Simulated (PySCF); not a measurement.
Input for PySCF: R-B3LYP/LANL2DZ on CH5NOSn (SMILES C[O][Sn][NH2]), a point of a torsion scan.

```python
from pyscf import gto, scf, dft, mp
from pyscf.data.elements import chemcore

mol = gto.M(
    atom='''
    C    -1.87153463   -0.22077014    0.21594076
    O    -0.48809257   -0.28858408    0.04933665
    Sn    1.27762057    0.75073355    0.18012294
    N     2.33629293   -0.94187052    0.62248037
    H    -2.26369546    0.79577116    0.10613671
    H    -2.15098117   -0.59390074    1.20561399
    H    -2.34787349   -0.85504581   -0.53786810
    H     1.87779535   -1.83941806    0.71747343
    H     3.33354354   -1.08703905    0.70459382
    ''',
    basis='lanl2dz',
    ecp={'Sn': 'lanl2dz'},
    charge=0, spin=0, verbose=3, max_memory=1800)
mf = dft.RKS(mol, xc='b3lyp')
mf.conv_tol = 1e-8
mf.max_cycle = 100
mf.kernel()
if not mf.converged:
    mf = mf.newton().run(mf.mo_coeff, mf.mo_occ)
```

It printed:

```
converged SCF energy = -174.49088706625
```

The run converged.

Cost: roughly 5 core-seconds.
